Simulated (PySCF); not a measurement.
**IO: energy against distance**

Set-up: basis I cc-pVTZ-PP with ECP28, O cc-pVTZ; scalar-relativistic core potentials; PySCF 2.14. Energies in eV from I + O in their ground configurations at the same level. State: ²Π (doublet), unpaired electrons π ↑.

```csv
R (Å),PBEsol,UHF-CCSD(T),r²SCAN
1.627,-1.971,,-1.160
1.703,-2.798,-1.508,-1.987
1.778,-3.237,-1.946,-2.429
1.835,-3.387,-2.101,-2.583
1.892,-3.427,-2.152,-2.630
1.949,-3.384,-2.127,-2.597
2.024,-3.238,-2.011,-2.467
2.119,-2.963,-1.780,-2.217
2.233,-2.564,-1.436,-1.853
2.384,-2.001,,-1.352
```

Put a parabola through the three lowest points of the PBEsol curve and estimate Re, k and ωe (reduced mass 14.2 u; 1 eV/Å² = 0.16022 mdyn/Å; ωe = 1302.8·√(k/μ) cm⁻¹).

Through R = 1.835, 1.892, 1.949 Å the second-order coefficient is 12.8 eV/Å², so Re ≈ 1.891 Å, k ≈ 4.09 mdyn/Å and ωe ≈ 699 cm⁻¹. A polynomial fit of higher order to the unrounded PBEsol energies gives Re = 1.888 Å, k = 4.12 mdyn/Å, ωe = 702 cm⁻¹; anharmonicity and rounding make the difference.

The higher-order fit for each curve: PBEsol: Re = 1.888 Å, ωe = 702 cm⁻¹, De = 3.43 eV; UHF-CCSD(T): Re = 1.899 Å, ωe = 657 cm⁻¹, De = 2.15 eV; r²SCAN: Re = 1.894 Å, ωe = 681 cm⁻¹, De = 2.63 eV.

Correlated steps freeze 5 core orbitals. ⟨S²⟩ of the unrestricted solution departs from its pure value on part of the curve, where spin states mix. Spin–orbit coupling is left out, which matters for elements this heavy, above all for dissociation energies. The CCSD T1 diagnostic is raised, a sign that a single reference may not be enough here. The state is the lowest determinant that a PBE0 search found; another state may lie lower at other levels.
